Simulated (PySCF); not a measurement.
NMR data simulated for an unnamed compound:

¹H NMR (400 MHz, computed): δ 6.42 (t, 1H), 6.14 (m, 1H), 5.40 (m, 1H), 5.39 (m, 1H), 2.34 (m, 2H), 2.26 (m, 2H), 1.04 (m, 2H), 1.03 (m, 2H).

¹³C{¹H} NMR (computed): δ 147.5 (CH), 127.3 (C), 126.9 (CH), 123.4 (CH2), 41.0 (CH2), 35.6 (CH2), 4.8 (CH2), 3.7 (CH2).

- PBE0/pcSseg-1 with gauge-including orbitals
- GFN2-xTB geometry
- code: PySCF 2.14
- non-relativistic Hamiltonian, no solvent, rapidly exchanging positions averaged, one conformer

Chemical shifts δ = σref − σ; ¹H (σ = 31.72 ppm), ¹³C (σ = 186.93 ppm) vs TMS, all at this level.

Q: Which of these does the molecule contain: a vinyl group CH=CH2, a methoxy group, a non-aromatic C=C double bond, a (CH3)2CH unit, a CH3CH2 unit, a three-membered ring?

A: 
- A vinyl group CH=CH2: yes (δC 123.4, 147.5; δH 5.39 (m), 5.40 (m), 6.14 (m)).
- A methoxy group: no.
- A non-aromatic C=C double bond: yes.
- A (CH3)2CH unit: no.
- A CH3CH2 unit: no.
- A three-membered ring: yes.

The data belong to `InChI=1S/C8H12/c1-2-3-4-5-8-6-7-8/h2,5H,1,3-4,6-7H2`; they needn't prove each group on their own.

Carbon signals by region: 4 in the sp2 and nitrile region (100–160 ppm), 4 below 50 ppm.

Shifts are as computed. Against solution values, carbons near 30 ppm lie about +3 ppm off and those near 130 ppm about +5 ppm (rms about the fit 2.1 ppm; single classes can miss by 10 ppm). Of 1328 compounds with measured shifts, 309 miss one by over three times the rms of a fit or turn the order of signals round; such compounds aren't used in these exercises. Signals without a measured value on file couldn't be tested in this way; 1H shifts scatter by 0.2 ppm about their fit, and single ones miss by 0.5 ppm. Multiplicities follow the n + 1 count of equivalent neighbours, as no J values were calculated; m marks all less simple cases, F and P coupling included.
